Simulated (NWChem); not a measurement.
Species: WO2F, doublet; SMILES [O]=[W](=[O])[F]

```xyz
4

W      0.0268     0.0685     0.0432
O      1.5293    -0.4897    -0.5255
O     -0.4750    -0.8919     1.3540
F     -1.2153     0.8852    -1.1064
```
Atoms are numbered in this order, from 1.

Level: PBE0/def2-SVP with def2 effective core potentials on W, spin-unrestricted (NWChem), optimised geometry, unscaled harmonic frequencies. The spin multiplicity was typed, not searched, and may not be the lowest. def2 effective core potentials on W; no spin-orbit coupling.

Task: List the harmonic frequencies with IR intensities, and the thermochemistry.

Result: 
```tsv
frequency (cm⁻¹)	IR intensity (km/mol)
106	27.0
202	8.0
338	2.0
700	100.5
1012	201.5
1059	58.8
```

The zero-point energy is 4.9 kcal/mol, the thermal correction to the enthalpy at 298.15 K (with zero-point energy) is 8.4 kcal/mol and the heat capacity Cv is 12.8 cal/(mol K). The entropy at 298.15 K and 1 atm (symmetry number 1, electronic part: spin degeneracy alone) is 76.0 cal/(mol K).

Rigid rotor and harmonic oscillator.
